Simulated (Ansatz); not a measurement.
ClGaH3NS, SMILES `[NH2][Ga]([SH])[Cl]`, relaxed with RKS PBE0-D4/def2-TZVP in Ansatz from a GFN2-xTB geometry. The force threshold is 0.005 eV/Å; the program also tests the step.

Total charge 0; spin multiplicity 1.

Start:

```xyz
7

N    -0.616   -1.409   -0.008
Ga    0.098    0.258    0.249
S     1.016    1.330   -1.468
Cl    0.180    1.075    2.169
H    -1.221   -1.848    0.676
H    -0.852   -1.741   -0.935
H     1.395    2.336   -0.683
```

```tsv
step	energy (eV)	largest force (eV/Å)	largest move (Å)
1	-77263.2991	1.140	0.000
2	-77263.3372	0.255	0.052
3	-77263.3420	0.274	0.098
4 (rejected)	-77263.3381	0.245	0.092
5	-77263.3473	0.070	0.035
6 (rejected)	-77263.3430	0.233	0.082
7	-77263.3485	0.035	0.041
8	-77263.3486	0.008	0.014
9	-77263.3486	0.005	0.004
```

End:

```xyz
7

N    -0.676   -1.372   -0.027
Ga    0.104    0.236    0.181
S     1.026    1.346   -1.461
Cl    0.169    1.054    2.159
H    -1.174   -1.822    0.721
H    -0.851   -1.792   -0.923
H     1.403    2.348   -0.650
```

Run time 31 s (4 threads of a server CPU on a shared host); peak host memory 0.49 GiB.
